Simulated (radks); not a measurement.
Results of a calculation; reference values are marked as such.
Q: The nitrogen ion N4+, [He] 2s1. Level of theory: non-relativistic Kohn-Sham, r2SCAN, spin-polarised, spherical densities, point nucleus; meta-GGA in the generalised Kohn-Sham scheme (a radial shooting solver on a logarithmic mesh with Libxc functionals). Every spin shell is full or empty, so the densities are truly spherical. Functionals are evaluated on that one density, not self-consistently. Rank these orbital-free kinetic functionals by their error against the exact value of the orbitals, and give that value: Thomas-Fermi, von Weizsacker, TF + vW, TF + vW/9, TF + vW/5, LC94, APBEK, revAPBEK, Perdew 92, Thakkar, LKT, DePristo-Kress, Ernzerhof.

A: Exact: 48.3219 hartree. From best to worst, with 100 (|E| - |E exact|)/|E exact| (equal figures are ties): DePristo-Kress -0.02, APBEK +0.37, LC94 +0.42, TF + vW/9 +0.62, Thakkar +0.62, Perdew 92 +0.64, revAPBEK +1.19, Ernzerhof +3.43, von Weizsacker -5.79, TF + vW/5 +8.99, Thomas-Fermi -9.85, LKT +55.80, TF + vW +84.37.
